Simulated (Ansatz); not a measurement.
Cost and result up the ladder for Si(vinyl)3(NiPr2) (C12H23NSi) (37 atoms). The state is a singlet with charge 0. Geometry: r2SCAN-D4/def2-SVP.

Cartesian coordinates in Å:
```
Si -0.9610 -0.3718 0.2025
C -1.2618 -0.4273 2.0570
C -2.3894 0.0264 2.6287
H -0.5177 -0.8925 2.7200
H -3.1908 0.4862 2.0369
H -2.5669 -0.0491 3.7091
C -2.3424 0.6106 -0.6074
C -3.3913 0.0575 -1.2375
H -2.3046 1.7094 -0.5382
H -3.4873 -1.0316 -1.3379
H -4.1963 0.6584 -1.6797
C -1.0406 -2.1368 -0.4486
C -1.4187 -3.2036 0.2748
H -0.7392 -2.3149 -1.4934
H -1.7384 -3.1025 1.3201
H -1.4342 -4.2206 -0.1382
N 0.5499 0.4136 -0.2069
C 0.7235 0.8497 -1.6013
C 1.1003 2.3315 -1.6978
C 1.6961 -0.0330 -2.3937
C 1.7544 0.4244 0.6355
C 1.6251 1.3914 1.8157
C 2.1751 -0.9792 1.0830
H -0.2681 0.7423 -2.0809
H 2.0855 2.5286 -1.2427
H 1.1527 2.6564 -2.7497
H 0.3557 2.9531 -1.1767
H 2.7232 0.0363 -1.9984
H 1.3886 -1.0896 -2.3512
H 1.7309 0.2748 -3.4514
H 2.5747 0.8086 0.0029
H 0.8239 1.0780 2.5032
H 1.3774 2.4023 1.4570
H 2.5655 1.4447 2.3893
H 3.1171 -0.9478 1.6549
H 1.4123 -1.4450 1.7280
H 2.3168 -1.6387 0.2130
```

Ansatz on 2 threads of AMD EPYC 7R13 on a shared host and a share (18 GiB) of an NVIDIA H100 80GB HBM3. Times are rough, and most runs start from the orbitals of an earlier one. ωB97X-V/def2-TZVP serves as the yardstick here, not as an exact answer. Differences are given only for rows in sets of like size (and for xTB, whose basis is part of the method), since another set adds its own error. Binding counts from free atoms at the same level (Si triplet, C triplet, H doublet, N quartet; other spins of the atoms weren't run), without zero-point energy or a counterpoise term.

B3LYP takes the VWN-RPA correlation. HSE06 is defined as in plane-wave codes, on full-range PBE exchange. Correlated methods freeze 18 core orbitals. The rows differ in basis, and correlated rows in double-zeta sets carry the largest basis error. Single mean-field runs in def2-TZVP are fitted with def2-universal-jkfit.

Run but left out: HF/STO-3G, HF/6-31G (restricted singlet, unstable in another Hartree–Fock run and untested here).

Correlated methods converge slowly with the basis, most of all in double-zeta sets.

```tsv
level	functions	wall time
B3LYP-D4/6-31G	176	4.3 s
PBE0-D4/def2-SVP	315	7 s
PBE-D4/def2-SVP	315	7.5 s
PBE-D4/def2-TZVP	578	8.5 s
MP2/def2-TZVP	578	9.5 s
r2SCAN-D4/def2-TZVP (with forces)	578	11 s
PBE0-D4/def2-TZVP	578	13 s
B97M-V/def2-TZVP	578	13 s
HSE06-D4/def2-TZVP	578	13 s
ωB97X-V/def2-TZVP (with forces)	578	15 s
CCSD(T)/def2-SVP	315	19 s
```

**Question.** Estimate what each level gives for the binding energy per atom (eV).

**Answer.** 
| level | binding energy per atom (eV) | difference from ωB97X-V/def2-TZVP (eV) | remarks |
| --- | --- | --- | --- |
| B3LYP-D4/6-31G | 4.16 | – | – |
| PBE0-D4/def2-SVP | 4.32 | – | – |
| PBE-D4/def2-SVP | 4.37 | – | – |
| PBE-D4/def2-TZVP | 4.34 | 0.09 | – |
| MP2/def2-TZVP | 4.15 | -0.10 | restricted SCF unstable in HF |
| r2SCAN-D4/def2-TZVP (with forces) | 4.25 | 0.00 | – |
| PBE0-D4/def2-TZVP | 4.28 | 0.03 | – |
| B97M-V/def2-TZVP | 4.24 | -0.01 | – |
| HSE06-D4/def2-TZVP | 4.28 | 0.03 | – |
| ωB97X-V/def2-TZVP (with forces) | 4.25 | 0.00 | – |
| CCSD(T)/def2-SVP | 4.08 | – | restricted SCF unstable |
